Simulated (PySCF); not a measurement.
# Deuteron quadrupole couplings in `C[SiH2][C@H](C)[SiH2]CC(F)(F)F`

Compound: C5H13F3Si2.
Structure used (GFN2-xTB), in Å, numbered top down from 1:
```
atom  x, y, z in Å
C1    -1.443   -1.992    0.478
Si2   -2.001   -0.186    0.333
C3    -0.519    1.027    0.223
C4    -1.039    2.467    0.222
Si5    0.634    0.774   -1.264
C6     1.660   -0.840   -1.151
C7     2.509   -0.872    0.074
F8     3.361   -1.919    0.105
F9     3.275    0.225    0.210
F10    1.792   -0.962    1.210
H11   -1.109   -2.389   -0.476
H12   -0.634   -2.108    1.192
H13   -2.266   -2.616    0.813
H14   -2.837   -0.019   -0.866
H15   -2.791    0.179    1.519
H16    0.070    0.896    1.137
H17   -1.663    2.652    1.094
H18   -1.637    2.657   -0.665
H19   -0.220    3.183    0.235
H20    1.605    1.869   -1.384
H21   -0.114    0.639   -2.521
H22    1.034   -1.727   -1.142
H23    2.328   -0.910   -2.007
```

Level: PBE0/pcSseg-1 (PySCF, non-relativistic); Q(2H) = 0.00286 b; rigid geometry, the same for H and D, with no vibrational averaging.

Task: Rank these positions by the coupling χzz of a deuteron there, largest first.
A. H20 (Si–H hydrogen)
B. H16 (methine hydrogen)
C. H11 (methyl hydrogen)
D. H22 (methylene hydrogen)

Result: C (220 kHz), D (212 kHz), B (205 kHz), A (107 kHz).

Task: Give the electric field gradient Vzz (the principal value of largest size), its asymmetry and the 2H coupling at each hydrogen.

Result: 
| atom | bonded to | bond length (Å) | Vzz (au) | η | χzz (kHz) |
| --- | --- | --- | --- | --- | --- |
| H11 | C1 | 1.086 | 0.3268 | 0.02 | 220 |
| H12 | C1 | 1.086 | 0.3229 | 0.02 | 217 |
| H13 | C1 | 1.085 | 0.3270 | 0.01 | 220 |
| H14 | Si2 | 1.471 | 0.1582 | 0.01 | 106 |
| H15 | Si2 | 1.471 | 0.1574 | 0.02 | 106 |
| H16 | C3 | 1.095 | 0.3058 | 0.02 | 205 |
| H17 | C4 | 1.088 | 0.3136 | 0.03 | 211 |
| H18 | C4 | 1.087 | 0.3139 | 0.02 | 211 |
| H19 | C4 | 1.088 | 0.3129 | 0.03 | 210 |
| H20 | Si5 | 1.468 | 0.1585 | 0.03 | 107 |
| H21 | Si5 | 1.469 | 0.1588 | 0.01 | 107 |
| H22 | C6 | 1.086 | 0.3157 | 0.06 | 212 |
| H23 | C6 | 1.088 | 0.3128 | 0.05 | 210 |

Task: Average by the element that carries the hydrogen.

Result: on C: 213 kHz over 9 positions, mean bond length 1.088 Å; on Si: 106 kHz over 4 positions, mean bond length 1.470 Å.

Task: How does χzz go with the bond length over the 9 C–H bonds?

Result: A straight-line fit has a slope of -14.0 kHz for each 0.01 Å, with a correlation coefficient of -0.80, over lengths from 1.085 to 1.095 Å. The longer bonds have the smaller couplings here.

Isolated species at its GFN2-xTB geometry (one conformer only). GFN2-xTB bond lengths can be off by several hundredths of an ångström, more for odd bonds, and the gradients follow them. A larger basis could move these couplings by a tenth or more.
